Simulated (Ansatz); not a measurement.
Total energies of C₂H₉SbSi, SMILES `C[CH2][SbH][SiH3]`.

```xyz
13

C     1.443    0.621    1.704
C     0.291    0.609    0.715
Sb   -0.294   -1.420    0.172
Si   -1.698   -0.674   -1.847
H     1.706    1.644    1.990
H     2.339    0.159    1.281
H     1.196    0.078    2.620
H    -0.601    1.076    1.141
H     0.541    1.148   -0.199
H     1.066   -1.664   -0.839
H    -1.980   -1.832   -2.737
H    -1.013    0.386   -2.636
H    -2.997   -0.129   -1.363
```

Total charge 0; spin multiplicity 1. Correlated methods include outer-core shells of Sb, which these sets cover unevenly. Sb: def2 effective core potential. The structure was optimised at the PBE0-D4/def2-TZVP level. It is one conformer, not always the lowest. Basis def2-TZVPP, Ansatz.

RPA on PBE orbitals: Hartree–Fock energy of these orbitals -609.14303 Eh, correlation -1.38637 Eh (frozen core).

```
             functional  energy without D4 (Eh)  D4 term (kJ/mol)
            LDA (SPW92)              -609.07311                 –
                    PBE              -611.12259             -29.2
                   BLYP              -611.28803             -63.0
                 B97M-V              -611.32968                 –
                r2SCANh              -611.40029              -7.7
HSE06 (plane-wave form)              -611.16939             -23.5
              CAM-B3LYP              -611.34426             -25.7
                LC-ωPBE              -611.29753                 –
                 B2PLYP              -610.98763                 –
               PBE-QIDH              -610.88939                 –
```

Q: Give the same for revPBE, r2SCAN, PBE0, B3LYP, r2SCAN0, BHLYP, ωB97X-V, ωB97M-V. (Estimate.)

A: Ansatz gave: 
| functional | energy without D4 (Eh) | D4 term (kJ/mol) |
| --- | --- | --- |
| revPBE | -611.36344 | -81.6 |
| r2SCAN | -611.41660 | -7.1 |
| PBE0 | -611.18357 | -25.0 |
| B3LYP | -611.51728 | -47.4 |
| r2SCAN0 | -611.37694 | -8.5 |
| BHLYP | -611.28028 | -39.4 |
| ωB97X-V | -611.31648 | – |
| ωB97M-V | -611.27593 | – |

B3LYP takes the VWN-RPA correlation (the form of Gaussian; ORCA's B3LYP/G). HSE06 is the plane-wave form, built on full-range PBE exchange. The double hybrids freeze the cores in their second-order part.

LC-ωPBE has ω = 0.4 bohr⁻¹.
